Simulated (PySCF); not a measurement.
C₂F₃, doublet, geometry from GFN2-xTB. Base run: PBE/STO-3G (PySCF).

Geometry (Å):
```xyz
5

C     -0.0210     0.1880     0.9507
C      0.0063     0.2218    -0.3503
F     -0.0348    -0.7743     1.8293
F      0.0157     1.3388    -1.0533
F      0.0289    -0.8378    -1.1763
```
Charge 0, spin multiplicity 2.
Orbitals are unrestricted.
All else is at PySCF's defaults.
Base energy -369.94054 Eh.

The base run was repeated with changes; each row names its change, and settings that it needs were set with it.

```tsv
change	ΔE vs base (µEh)	grid points	electrons on the grid
base	0.0	71024	39.00001
grids.atom_grid = (30, 110)	-1108	12280	39.00002
grids.atom_grid = (75, 302)	0.0	71024	39.00001
grids.radi_method = mura_knowles	0.0	67568	39.00001
grids.prune = dft.gen_grid.treutler_prune	-0.6	62136	39.00001
grids.atom_grid = (150, 974)	12.2	396064	39.00000
grids.level = 5	12.3	217592	39.00000
grids.level = 4	12.7	143728	39.00000
small_rho_cutoff = 0	0.0	71024	39.00001
grids.radi_method = delley	-0.2	74952	39.00001
grids.becke_scheme = stratmann	10.4	71024	39.00000
```

Open shells are given as the SCF converged; they aren't shown to be the lowest states, and a large step between rows can be another state.
